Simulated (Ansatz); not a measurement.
`B[SiH2]CF` + HBr → `FC[SiH2]Br` + BH₃ at 600 K and 1 bar (cleavage of the Si–B bond).

Program: Ansatz. Geometries: PBE0-D4/def2-TZVP. ΔE: electronic, gas phase. CCSD(T)/CBS adds triple-zeta CCSD(T) − MP2 to the extrapolated MP2 energy (def2 sets, frozen cores). This one scheme is used for every species. For Br outer-core shells are correlated without core-valence functions, which leaves a few kJ/mol of doubt a bond. Scalar relativity is left out up to krypton. Each species was taken in one conformer, which may not be the lowest.

```json
{"species": "`B[SiH2]CF`", "CCSD(T)/CBS energy (Eh)": "-455.26817", "H − E (kJ/mol)": "232.1", "S (J/(mol·K))": "425.8"}
{"species": "HBr", "CCSD(T)/CBS energy (Eh)": "-2573.91920", "H − E (kJ/mol)": "33.5", "S (J/(mol·K))": "219.1"}
{"species": "`FC[SiH2]Br`", "CCSD(T)/CBS energy (Eh)": "-3002.67960", "H − E (kJ/mol)": "175.9", "S (J/(mol·K))": "406.1"}
{"species": "BH₃", "CCSD(T)/CBS energy (Eh)": "-26.55200", "H − E (kJ/mol)": "91.5", "S (J/(mol·K))": "217.3"}
```

H − E and S are ideal-gas, rigid-rotor, harmonic terms from PBE0-D4/def2-TZVP, for one conformer and one mirror image of each species. 1 Eh = 2625.50 kJ/mol, R = 8.31446 J/(mol·K).

Q: By hand: ΔE, ΔH, ΔS and ΔG.

A: ΔE = (-3002.67960) + (-26.55200) − (-455.26817) − (-2573.91920) = -0.04423 Eh = -116.1 kJ/mol. Δ(H − E) = 175.9 + 91.5 − 232.1 − 33.5 = 1.8, so ΔH = -114.3 kJ/mol. ΔS = 406.1 + 217.3 − 425.8 − 219.1 = -21.5 J/(mol·K). ΔG = -114.3 − 600 × (-21.5)/1000 = -101.4 kJ/mol.

Q: By hand: the equilibrium constant, and the temperature at which ΔG would vanish if ΔH and ΔS stayed fixed.

A: log₁₀ K = −ΔG/(RT ln 10) = 8.8. ΔG = 0 at ΔH/ΔS = 5316 K, far beyond where these terms or the molecules hold.

ΔH outweighs TΔS. A doubt of 5 kJ/mol in ΔE shifts log₁₀ K by 0.4 here. Other conformers and mirror images would add mixing entropy, several J/(mol·K) or more a flexible species. Modes under 60 cm⁻¹, often nearly free rotors, make the harmonic entropy too high. These are equilibria of isolated gas molecules and say nothing of rates. Largest T1 diagnostic: 0.012 (customary marks: 0.02 for closed shells, 0.045 for open ones).
